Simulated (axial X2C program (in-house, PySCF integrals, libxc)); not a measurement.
**NiF: from the spin-free to the two-component result**

Calculated with an axial X2C code built on PySCF integrals. Spin-free means the one-electron spin-free X2C Hamiltonian; two-component (2c) means X2C with spin–orbit coupling and atomic mean-field two-electron Coulomb and Gaunt terms, so the difference of the two also holds small scalar two-electron terms. Basis: Ni dyall-v3z [9s9p6d3f2g], F dyall-v3z [6s5p2d1f] (cores contracted in-house); Gaussian nuclei, density fitting, unrestricted open shells. Masses: Ni 57.935 u, F 18.998 u.

Spin-free state: M_S = 1/2, Λ = 0 (beyond evenly filled blocks: σα); fragments Ni + F.

```
level  Re (Å)  ωe (cm⁻¹)  De (eV)  μ (D)
 PBE0   1.754      622.2    4.197  -4.98
   HF   1.816      591.9    2.568  -6.46
TPSSh   1.744      631.4    4.340  -4.62
```

Dipoles are positive if F is the positive end.

Two-component determinant lowest at the distance of the search:

Ω = 1/2 (⟨Sz⟩ = 0.49, ⟨Lz⟩ = 0.01 at PBE0); fragments Ni + F.

| level | Re (Å) | ωe (cm⁻¹) | μ (D) |
| --- | --- | --- | --- |
| PBE0 | 1.754 | 621.9 | -4.98 |
| HF | 1.817 | 589.7 | -6.47 |
| TPSSh | 1.744 | 631.2 | -4.62 |

Task: From the two tables, how do the constants change at the PBE0 level (2c against spin-free)?

Result: At the PBE0 level Re is unchanged within 0.001 Å and ωe drops by 0.3 cm⁻¹.

The state is one determinant whose occupation by symmetry is held fixed; it was picked as the lowest of a PBE0 search that is not exhaustive. De is counted from the lowest determinant-based energies of the atoms at the same level, without counterpoise correction. De is not given where an atomic determinant may have missed its ground term or J level, or where the truncated virtual space spoils (T). Density functionals use the spin component along the axis (collinear). Other states lie close and PBE0, whose exact exchange favours high spin, may order them wrongly; the determinant shown need not be the ground state. The nearest other spin-free determinant of the search, M_S = 1/2, Λ = 1, lies 0.04 eV up at the distance of the search. Without a current term, density functionals place determinants with orbital angular momentum somewhat too high.
